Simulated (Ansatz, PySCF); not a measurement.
Gas-phase reaction (SMILES): [CH3][Ge]([Cl])([Cl])[Cl] [trichloro(methyl)germane] + [H][H] (H2) → [Cl][GeH]([Cl])[Cl] + C (CH4); hydrogen cleaves one Ge-C bond, a model of a ligand-exchange step.

Geometries: B3LYP-D3(BJ)/def2-TZVP minima from Ansatz (a program for electronic structure). Correlated levels leave the core frozen unless marked. Spin-orbit coupling is left out. Frozen are the shells of the preceding noble gas and the d and f shells that filled before the atom's block. No relativistic terms. CBS(X,Y): correlation extrapolated as X^-3; Hartree-Fock from the larger set. Thermal terms are rigid-rotor harmonic-oscillator values from B3LYP-D3(BJ) frequencies (Ansatz or PySCF) at 298.15 K and 1 atm. 1 Eh = 627.5095 kcal/mol.

| species | E, CCSD(T)/CBS(def2-TZVPPD,def2-QZVPPD) (Ansatz) (Eh) | E, B3LYP-D3(BJ)/def2-TZVPD (Ansatz + dftd3) (Eh) | H - E (Eh) |
|---|---|---|---|
| [CH3][Ge]([Cl])([Cl])[Cl] | -3494.86052 | -3497.83170 | 0.04978 |
| [H][H] (H2) | -1.17452 | -1.17983 | 0.01336 |
| [Cl][GeH]([Cl])[Cl] | -3455.58285 | -3458.47815 | 0.01892 |
| C (CH4) | -40.45806 | -40.53958 | 0.04840 |

**Question.** Work out ΔE and ΔH at 298.15 K at the first level, then ΔH at the second.

**Answer.** 
1. ΔE = [(-3455.58285) + (-40.45806)] - [(-3494.86052) + (-1.17452)] = -0.00587 Eh = -3.7 kcal/mol at CCSD(T)/CBS(def2-TZVPPD,def2-QZVPPD).
2. The terms H - E add up to 0.00418 Eh, so ΔH = (-0.00587 + (0.00418))×627.5095 = -1.1 kcal/mol.
3. At B3LYP-D3(BJ)/def2-TZVPD the same steps give ΔE = -3.9 and ΔH = -1.3 kcal/mol, a shift of -0.2 from the first level.
4. These values are not checked against measurement here, since the tables used lack a sound gas-phase enthalpy of formation for at least one species.
